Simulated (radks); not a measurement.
Values are calculated unless marked as measured or tabulated.
Species: Rb+. Configuration: [Kr]. Level of theory: non-relativistic Kohn-Sham, TPSS, spin-polarised, spherical densities, point nucleus; meta-GGA in the generalised Kohn-Sham scheme; relativity is left out, which matters for an element this heavy (a radial shooting solver on a logarithmic mesh with Libxc functionals).

X-ray form factor f0, the Fourier transform of the density (f0(0) = 36):

| sin(theta)/lambda (1/angstrom) | f0 (electrons) |
|---|---|
| 0.05 | 35.430 |
| 0.1 | 33.876 |
| 0.15 | 31.712 |
| 0.2 | 29.349 |
| 0.25 | 27.089 |
| 0.3 | 25.079 |
| 0.4 | 21.843 |
| 0.5 | 19.299 |
| 0.6 | 17.072 |
| 0.8 | 13.170 |
| 1 | 10.175 |
| 1.25 | 7.794 |
| 1.5 | 6.483 |
| 2 | 5.109 |
